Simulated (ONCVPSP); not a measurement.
Configuration tests for Hf (ONCV)

| Quantity | Value |
| --- | --- |
| Element | Hf |
| Generator | ONCVPSP 4.0.1 |
| Type | optimised norm-conserving Vanderbilt (ONCV) |
| Functional | PBE |
| Relativity | scalar-relativistic |
| Frozen core | [Kr] 4d10 4f14 |
| Valence charge | 12 |
| Reference configuration | 5s2 5p6 5d2 6s1 (charge +1) |
| Partial waves | 5s+6s: rc 1.95 bohr, ncon 4, nbas 8, qcut 5.8 1/bohr, 2 projectors; 5p: rc 2.05 bohr, ncon 4, nbas 8, qcut 7.5 1/bohr, 2 projectors, debl 2 Ha; 5d: rc 2.25 bohr, ncon 4, nbas 9, qcut 8.3 1/bohr, 2 projectors, debl 0.8 Ha |
| Local potential | polynomial inside 1.55 bohr (lpopt 4, dvloc0 0 Ha) |
| Core correction | none |

Energies are relative to the spin-unpolarised reference configuration 5s2 5p6 5d2 6s1; without spin polarisation the order of configurations can differ from experiment.

| valence configuration | charge | ΔE all-electron (eV) | error AE − PS (meV) |
| --- | --- | --- | --- |
| 5s2 5p6 5d2 6s2 | 0 | -7.977 | +6.8 |
| 5s2 5p6 5d2 6s0 | +2 | 14.180 | +7.4 |
| 5s2 5p6 5d2 6s1.5 | +0.5 | -4.723 | +2.9 |

(1) What are ΔE and the potential's error for 5s2 5p6 5d1 6s0?

Levels in the configuration 5s2 5p6 5d1 6s0:

```tsv
level	all-electron (eV)	pseudo (eV)
5s	-94.267	-94.507
5p	-62.511	-62.674
5d	-27.126	-27.153
```

## Answers

(1) ΔE = 35.974 eV all-electron; the error (AE − PS) is +0.5 meV.
